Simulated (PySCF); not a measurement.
Be (beryllium, neutral): UHF calculation

Configuration: [He] 2s1 3s1, high-spin 3S determinant (an excited configuration). Computed with PySCF 2.14 in dyall-av2z, with the non-relativistic Hamiltonian (point nucleus).

| Property | Result |
| --- | --- |
| Total energy | -14.376625 hartree |
| One-electron energy | -18.1874 hartree |
| Hartree (Coulomb) energy | 6.3890 hartree |
| Exchange energy | -2.5782 hartree |
| Kinetic energy | 14.38319 hartree |
| ⟨S²⟩ | 2.0000 |
| ⟨L²⟩ | 0.000 |
| Sum of ⟨r⟩ | 10.49 bohr |
| Sum of ⟨r²⟩ | 66.95 bohr² |
| Density at the nucleus (Gaussians lack the cusp) | 34.1 bohr⁻³ |
| Spin density at the nucleus | 1.04 bohr⁻³ |
| Langevin diamagnetic susceptibility | -53.0 ×10⁻⁶ cm³/mol |
| Time after the integrals | 0.09 s of wall time on 1 thread of Neoverse-V1 (shared host) |

```json
{"shell": "1s α", "electrons": "1", "mean orbital energy (hartree)": "-4.99610", "rms radius, mean of both spins (bohr)": "0.482"}
{"shell": "1s β", "electrons": "1", "mean orbital energy (hartree)": "-4.95143", "rms radius, mean of both spins (bohr)": "0.482"}
{"shell": "2s α", "electrons": "1", "mean orbital energy (hartree)": "-0.51874", "rms radius, mean of both spins (bohr)": "2.47"}
{"shell": "3s α", "electrons": "1", "mean orbital energy (hartree)": "-0.09957", "rms radius, mean of both spins (bohr)": "7.77"}
```

The outer electron is Rydberg-like, and this basis confines it to a smaller radius and binds it less than a complete one would.
